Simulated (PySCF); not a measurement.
An element was calculated at UHF (PySCF 2.14, spin-free X2C, a triple-zeta basis, no spin-orbit coupling), in the ground configurations that NIST lists.

```
first ionisation energy  : 10.717 eV
second ionisation energy : 20.265 eV
third ionisation energy  : 34.661 eV
```

Which element is it?

Bromine (Br, Z = 35), in ANO-RCC-VTZP. NIST lists 11.814, 21.591, 34.871 ± 0.019 eV for these ionisation energies.
